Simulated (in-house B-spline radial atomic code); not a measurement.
A fraction x of an electron is moved 3d → 4p in Ge IV (Ge3+), starting from [Ar] 3d10 4s1 and keeping the highest spin. Level of theory: non-relativistic BHandHLYP, spin-polarised, spherical fractional occupations, point nucleus; calculated with a radial B-spline atomic code at the basis-set limit.

Caution: exact exchange at fractional occupations of open shells leaves self-interaction of up to several eV.

```
    x  E(x) - E(0) (eV)  3d down level (eV)  4p up level (eV)
    0            0.0000             -71.342                 -
0.125            5.4073             -72.312           -28.876
 0.25           10.8589             -73.278           -29.490
0.375                 ?                   ?                 ?
  0.5                 ?                   ?                 ?
0.625           27.4732             -76.149           -31.334
 0.75           33.0959             -77.097           -31.949
0.875           38.7599             -78.041           -32.565
    1           44.4646             -78.981           -33.182
```

Problem. What belongs in the row x = 0.375?

Solution. An energy change of 16.3541 eV; 3d down at -74.239 eV, 4p up at -30.104 eV.

Problem. What belongs in the row x = 0.5?

Solution. An energy change of 21.8924 eV; 3d down at -75.196 eV, 4p up at -30.719 eV.

Problem. Check Janak's theorem between x = 0.125 and 0.25.

Solution. The slope of the energy is 43.61 eV; the orbital levels give 43.61 eV (ε of the receiving orbital less ε of the emptying one, averaged over the two points).
